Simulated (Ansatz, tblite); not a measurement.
Adding an electron: the cluster Cs4⁺ (the lowest doublet isomer of a short search). Total charge 1; doublet. Geometry: PBE/def2-TZVP. Ansatz, gas phase; energy differences of separate SCF runs; the reduced species is a singlet (the triplet lies 0.17 eV higher at PBE0/def2-TZVP).

```xyz
4

Cs   -2.5210    3.1301    2.6781
Cs    1.7031   -0.1581    1.7867
Cs   -1.7059    0.1496   -1.7787
Cs    2.5239   -3.1216   -2.6861
```

In the def2 sets Cs takes a core potential; there is no spin–orbit coupling. The xTB rows come from tblite. The structure comes from a short search, and lower isomers may exist.

```tsv
level	−HOMO (eV)	−LUMO (eV)	vertical EA (eV)	HOMO–LUMO gap (eV)	remarks
GFN1-xTB	–	–	10.14	–	–
GFN2-xTB	–	–	5.46	–	–
r2SCAN/def2-TZVP	4.62	3.75	2.91	0.87	restricted singlet, untested (singlet), spin-contaminated (⟨S²⟩ 0.89) (+1 doublet)
```

Estimate the rows for PBE/def2-TZVP, PBE0/def2-TZVP.


```
         level  −HOMO (eV)  −LUMO (eV)  vertical EA (eV)  HOMO–LUMO gap (eV)                                 remarks
 PBE/def2-TZVP        4.61        4.31              3.15                0.31  restricted singlet, untested (singlet)
PBE0/def2-TZVP        4.93        3.84              3.05                1.10  restricted singlet, untested (singlet)
```

  HOMO and LUMO are the levels of the spin that leaves or enters (xTB has no such levels and no spin-polarisation term). Other spin states of the ions may lie lower, which would lower the ionisation energy or raise the affinity. Raw xTB energy differences between charge states are shifted by several eV; the methods need an empirical correction for them.
